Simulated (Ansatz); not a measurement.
Input for Ansatz (a first-principles code): R-CAM-B3LYP/def2-TZVPP on C2H6FIn (SMILES C[CH2][InH][F]). Elements past Kr take the def2 small-core potentials; no spin–orbit coupling.

Ansatz 0.2 input:
```yaml
crystal:
  periodic: [false, false, false]
  atoms:
    - {symbol: C, position_ang: [-1.26509320, 0.24623898, -0.33893270]}
    - {symbol: C, position_ang: [-0.28588188, -0.60334157, 0.47006426]}
    - {symbol: In, position_ang: [1.77962555, -0.03129541, 0.16619287]}
    - {symbol: F, position_ang: [1.77871781, 1.63276107, -0.92602016]}
    - {symbol: H, position_ang: [-1.16802575, 1.30692965, -0.10737686]}
    - {symbol: H, position_ang: [-1.10091011, 0.14144937, -1.41194176]}
    - {symbol: H, position_ang: [-2.29727947, -0.05009632, -0.13086042]}
    - {symbol: H, position_ang: [-0.36937790, -1.66345062, 0.22341183]}
    - {symbol: H, position_ang: [-0.47476897, -0.52023578, 1.54270581]}
    - {symbol: H, position_ang: [3.40299390, -0.45895938, 0.51275714]}
basis:
  gaussian:
    orbitals: def2-TZVPP
hamiltonian:
  xc: {name: CAM-B3LYP}
scf: {lower_state_search: off}
```

Program output:

```
WARN ansatz: RAYON_NUM_THREADS=1 ignored (pool sized by the plan → 1); use --threads N
Functional definition: CAM-B3LYP
these checks for a lower state are left out or cut short: stability, starts, cluster_reference, orbital_swaps, neighbouring_geometries, increment
integrals: 0.18 GiB planned
1335 factors; their error is unknown
integrals: 0.21 GiB planned
349 factors; integrals over basis functions are off by at most 1.2e-5 eV
mean field: 1.47 GiB planned
mean field evaluation 1: about -10053.5370 eV, gradient 6.8e1 eV
mean field evaluation 2: about -10045.0742 eV, gradient 1.0e2 eV
mean field evaluation 4: about -10062.7502 eV, gradient 4.8e0 eV
mean field evaluation 8: about -10062.7935 eV, gradient 7.6e-2 eV
mean field evaluation 16: about -10062.8208 eV, gradient 4.6e-5 eV
mean field -10062.82083917 eV, -369.8018450147 hartree, gradient 3.9e-6 eV, S^2 0.000000; 0 other end points of the search recorded, 0 dependent functions left out
reference -10062.82098965 eV, -369.8018505445 hartree; 24, 24 occupied and 203, 203 virtual orbitals, 1335 factors
Total energy: -10062.82098965 eV, -369.8018505445 hartree
Checks for a lower state left out: stability, starts, cluster_reference, orbital_swaps, neighbouring_geometries, increment
```

The run converged.

Cost: around 7 core-seconds (rough).
